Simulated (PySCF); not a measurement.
Series SiXY, Y = silyl, computed as singlets and as triplets. Gas-phase values, no solvent. One relaxed conformer stands for each flexible species; it need not be the lowest. Strings in code marks are SMILES.

The numbers are results of PBE0-D3(BJ)/def2-TZVP run with PySCF 2.14.0, not measurements. 

A: X = cyano, multiplicity 1 (`N#C[Si][SiH3]` (lower singlet))
B: X = isocyano, multiplicity 1 (`[C-]#[N+][Si][SiH3]` (lower singlet))
C: X = isocyano, multiplicity 3 (`[C-]#[N+][Si][SiH3]` (excited triplet))
D: X = cyano, multiplicity 3 (`[SiH3][Si]C#N` (excited triplet))
E: X = ethynyl, multiplicity 3 (`C#C[Si][SiH3]` (excited triplet))
F: X = silyl, multiplicity 1 (`[SiH3][Si][SiH3]` (lower singlet))

Q: Which member has the highest dipole moment?

A: D (4.04 D); next is C (3.49 D).
